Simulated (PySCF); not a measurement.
C2H6OSeSi2.
Bonds: C1–C2 (triple), C2–Si3, Si3–Se4, Se4–Si5, Si5–O6. Hydrogens: H7 on C1; H8, H9 on Si3; H10, H11 on Si5; H12 on O6.

Method: PBE0-D3(BJ)/def2-SVP geometry optimisation, gas phase (PySCF); density fitting, grid level 1; the optimiser is geomeTRIC in internal coordinates, started from a GFN2-xTB structure with every atom displaced at random (about 0.01 Å).

Step 0: E = -85288.9889 eV
```
atom  x, y, z in Å  |  force x, y, z in eV/Å
C1     -2.5156    1.4071   -0.6327   -2.305   4.742  -1.703
C2     -2.0461    0.3929   -0.2804    2.195  -4.833   1.698
Si3    -1.2544   -1.1499    0.3262    1.081   1.079   0.318
Se4     0.5402   -0.5869    1.7272   -0.614  -0.214   0.084
Si5     1.8721    0.5452    0.2713   -0.787  -0.073   1.158
O6      2.4112   -0.4407   -0.8746    0.876  -1.343  -1.537
H7     -2.9733    2.3268   -0.9609    0.103  -0.094   0.044
H8     -0.6832   -1.8905   -0.8072   -0.103  -0.315  -0.299
H9     -2.1493   -1.9017    1.1994   -0.379  -0.371   0.167
H10     1.1085    1.5232   -0.4621   -0.348   0.836  -0.279
H11     2.9301    1.0431    1.1501    0.363   0.376   0.301
H12     2.8007   -1.2975   -0.6666   -0.080   0.209   0.049
```

Step 1: E = -85289.2743 eV
```
atom  x, y, z in Å  |  force x, y, z in eV/Å
C1     -2.4471    1.4468   -0.6370    0.174  -0.473   0.132
C2     -1.9520    0.3947   -0.2644   -0.121   0.437  -0.123
Si3    -1.1371   -1.1204    0.3506   -0.182  -0.203   0.111
Se4     0.5192   -0.6118    1.8322    0.069   0.102  -0.147
Si5     1.7636    0.5038    0.2656    0.210  -0.008   0.058
O6      2.3346   -0.5012   -0.9329   -0.149   0.153   0.022
H7     -2.8949    2.3640   -0.9682   -0.042   0.097  -0.038
H8     -0.6326   -1.9153   -0.8013    0.057   0.030  -0.037
H9     -2.1043   -1.9343    1.1331   -0.076  -0.026  -0.007
H10     0.9766    1.5560   -0.4233   -0.025  -0.053  -0.018
H11     2.8569    1.1040    1.0826    0.047   0.008  -0.001
H12     2.7580   -1.3150   -0.6473    0.037  -0.064   0.047
```

Problem. Estimate the geometry and energy of step 2. (The exact step hangs on the optimiser's Hessian estimate; all steps are aligned on step 1, rigid shifts and turns removed.)

Solution. E = -85289.2873 eV, largest force 0.092 eV/Å
```
atom  x, y, z in Å  |  force x, y, z in eV/Å
C1     -2.4738    1.4285   -0.6507   -0.019  -0.045  -0.016
C2     -1.9756    0.3862   -0.2664    0.025   0.077   0.022
Si3    -1.1612   -1.1273    0.3609   -0.016  -0.066   0.035
Se4     0.5241   -0.5956    1.8190   -0.028   0.027  -0.083
Si5     1.8059    0.5175    0.2806    0.026  -0.005   0.008
O6      2.3334   -0.4806   -0.9394   -0.025   0.012   0.009
H7     -2.9254    2.3432   -0.9940    0.015  -0.015   0.004
H8     -0.6463   -1.9129   -0.7952    0.020   0.011   0.003
H9     -2.1339   -1.9441    1.1398    0.014   0.020   0.003
H10     1.0352    1.5888   -0.3953   -0.012   0.009   0.001
H11     2.9218    1.0789    1.0984   -0.007  -0.022   0.007
H12     2.7368   -1.3112   -0.6680    0.007  -0.002   0.007
```

The energy changes by -0.0130 eV. The first-order estimate −F·Δx gives -0.0241 eV and the mean of the old and new forces, exact on a quadratic surface, -0.0134 eV. The step makes an angle of 79° with the force vector and moves no atom by more than 0.073 Å.

What follows is the cost of the whole optimisation. Hardware: one thread, Arm Neoverse V2 (aarch64), on a shared host. Cost: 3.4 min of wall time, 0.57 GiB resident at most.
